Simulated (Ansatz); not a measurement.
The cluster FePt₂, relaxed as a triplet with UKS PBE0-D4/def2-TZVP in Ansatz, starting from the PBE0-D4/def2-TZVP geometry of the neutral singlet. Force threshold 0.02 eV/Å.

In the def2 sets Pt takes a core potential; there is no spin–orbit coupling. The charge 0 triplet is spin-contaminated (final ⟨S²⟩ up to 3.05, 2.00 for a pure state). The relaxation made no stability test and no search for a lower SCF solution. At PBE0-D4/def2-TZVP a quintet of charge 0 lies 0.95 eV below the triplet, each at its own geometry. The structure comes from a short search, and lower isomers may exist.

Start:

```xyz
3

Fe    0.6656   -0.7864   -0.7895
Pt   -1.0323    0.7722   -0.5726
Pt    0.3667    0.0142    1.3621
```

Question: Estimate the energy that the relaxation releases and the steps that it takes.

Answer: 4.8 kJ/mol, in 4 steps; 26 s on 4 threads of Arm Neoverse V1 on a shared host. No frequencies were taken in this run, so the end may be a saddle point.

Question: Does the start keep its bonding and symmetry?

Answer: By distances, no bond broke or formed. The bond that changes most is Fe1–Pt2, from 2.32 to 2.39 Å (atoms count from 1). Point group C2v at the start, C2v at the end, both within 0.05 Å.

Question: Predict the relaxed structure.

Answer: 
```xyz
3

Fe    0.696   -0.822   -0.826
Pt   -1.050    0.792   -0.558
Pt    0.354    0.031    1.384
```
Bond lengths (bridged metal pairs left out): 2 × Fe–Pt 2.39 Å; 1 × Pt–Pt 2.51 Å.
